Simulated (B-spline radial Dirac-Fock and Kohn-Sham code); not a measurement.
Dipole and non-dipole photoemission parameters of Er²⁺ 5s

System: erbium as Er²⁺ in the configuration [Xe] 4f12; threshold 71.66 eV (orbital energy of the model). Calculated with a radial B-spline solver, using Dirac-Hartree-Slater photoionisation with a Latter tail; cross sections with all multipoles, angular parameters from the dipole term and its interference with E2.

For linearly polarised light dσ/dΩ = σ/(4π) [1 + β P₂(cos θ) + (δ + γ cos²θ) sin θ cos φ], with θ from the polarisation vector and φ the angle between the beam and the projection of the electron momentum on the plane normal to the polarisation.

| hν (eV) | σ (kb) | β | γ |
| --- | --- | --- | --- |
| 87.6 | 72.5 | 1.190 | -0.238 |
| 111 | 82.5 | 1.559 | -0.041 |
| 150 | 76.3 | 1.743 | 0.122 |
| 180 | 67.5 | 1.800 | 0.198 |
| 282 | 42.5 | 1.868 | 0.320 |
| 355 | 32.1 | 1.889 | 0.357 |
| 400 | 27.8 | 1.898 | 0.372 |
| 428 | 25.6 | 1.903 | 0.379 |
| 443 | 24.5 | 1.905 | 0.383 |
| 482 | 21.9 | 1.911 | 0.391 |
| 594 | 16.4 | 1.921 | 0.401 |
| 622 | 15.3 | 1.923 | 0.401 |
| 800 | 10.6 | 1.933 | 0.389 |
| 1486.9 | 4.05 | 1.950 | 0.274 |
| 1560 | 3.74 | 1.951 | 0.260 |
| 2300 | ? | ? | ? |
| 3630 | 0.865 | 1.963 | -0.038 |
| 4080 | 0.698 | 1.964 | -0.074 |
| 5414.7 | 0.412 | 1.967 | -0.134 |
| 5730 | 0.370 | 1.967 | -0.140 |
| 6000 | 0.339 | 1.967 | -0.142 |
| 9620 | 0.134 | 1.970 | -0.046 |
| 9720 | 0.131 | 1.970 | -0.042 |
| 10200 | 0.119 | 1.970 | -0.017 |
| 12000 | 0.0853 | 1.970 | 0.088 |
| 12200 | 0.0825 | 1.970 | 0.100 |
| 12700 | 0.0759 | 1.970 | 0.133 |
| 13600 | 0.0659 | 1.970 | 0.194 |
| 15000 | 0.0537 | 1.970 | 0.293 |

Q: Give the values at 2300 eV.

A: σ = 1.95 kb, β = 1.957, γ = 0.128. For an s subshell δ is negligible.
